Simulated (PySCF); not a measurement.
C₃H₈Si₂, SMILES C#C[Si@@H](C)[SiH3]. Geometry optimised at PBE0-D3(BJ)/def2-SVP. The structure was generated by enumeration; whether it is a known compound was not checked.

Method: PBE0-D3(BJ)/def2-SVP in PySCF 2.14.0.

Harmonic wavenumbers (cm⁻¹): 89, 101, 141, 144, 166, 294, 334, 415, 484, 519, 616, 670, 724, 734, 747, 753, 812, 870, 893, 933, 935, 1259, 1426, 1430, 2159, 2211, 2217, 2224, 2233, 3061, 3171, 3174, 3474. Rotational constants (GHz): 3.460, 2.055, 1.432; symmetry number 1.

### Question
Work out the zero-point energy and the ideal-gas rigid-rotor harmonic-oscillator thermochemistry at 298.15 K and 1 atm.

### Answer
ZPE = ½ Σ hcν = ½ × 39414 cm⁻¹ = 235.75 kJ/mol. H − E(el) = 261.28 kJ/mol. Entropy in J/(mol K): translation 166.21, rotation 116.52, vibration 94.92, total 377.65. G − E(el) = 148.69 kJ/mol. Cp = 136.70 J/(mol K). Modes under 150 cm⁻¹ make the vibrational entropy uncertain.
